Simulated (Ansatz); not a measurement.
`[CH3][AlH][CH]=N` + H₂O → `[CH3][AlH][OH]` + `C=N` at 600 K and 1 bar (formal hydrolysis of the Al–C bond).

Program: Ansatz. Geometries: PBE0-D4/def2-TZVP. ΔE: electronic, gas phase. CCSD(T)/CBS adds triple-zeta CCSD(T) − MP2 to the extrapolated MP2 energy (def2 sets, frozen cores). This one scheme is used for every species. One conformer a species, not always the lowest.

```csv
species,CCSD(T)/CBS energy (Eh),H − E (kJ/mol),S (J/(mol·K))
`[CH3][AlH][CH]=N`,-376.39718,247.8,430.4
H₂O,-76.37941,76.8,212.8
`[CH3][AlH][OH]`,-358.31021,194.9,376.4
`C=N`,-94.52360,129.6,259.4
```

H − E and S are ideal-gas, rigid-rotor, harmonic terms from PBE0-D4/def2-TZVP, for one conformer and one mirror image of each species. 1 Eh = 2625.50 kJ/mol, R = 8.31446 J/(mol·K).

Q: By hand: ΔE, ΔH, ΔS and ΔG.

A: ΔE = (-358.31021) + (-94.52360) − (-376.39718) − (-76.37941) = -0.05722 Eh = -150.2 kJ/mol. Δ(H − E) = 194.9 + 129.6 − 247.8 − 76.8 = -0.1, so ΔH = -150.3 kJ/mol. ΔS = 376.4 + 259.4 − 430.4 − 212.8 = -7.4 J/(mol·K). ΔG = -150.3 − 600 × (-7.4)/1000 = -145.9 kJ/mol.

Q: By hand: the equilibrium constant, and the temperature at which ΔG would vanish if ΔH and ΔS stayed fixed.

A: log₁₀ K = −ΔG/(RT ln 10) = 12.7. ΔG = 0 at ΔH/ΔS = 20311 K, far beyond where these terms or the molecules hold.

The number of gas molecules stays the same, so ΔS is small and ΔH decides. A doubt of 5 kJ/mol in ΔE shifts log₁₀ K by 0.4 here. Other conformers and mirror images would add mixing entropy, several J/(mol·K) or more a flexible species. Modes under 60 cm⁻¹, often nearly free rotors, make the harmonic entropy too high. These are equilibria of isolated gas molecules and say nothing of rates. Largest T1 diagnostic: 0.012 (customary marks: 0.02 for closed shells, 0.045 for open ones).
